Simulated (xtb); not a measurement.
xtb input:

```bash
xtb mol.xyz --gfn 2 --sp --chrg 0 --uhf 0
```
mol.xyz:
```
2

Hf    -0.00000000    -0.00000000    -0.17333918
O      0.00000000     0.00000000     1.56005259
```

Problem. Which total energy does the run end on?

Solution. -5.43714 Eh (GFN2-xTB).
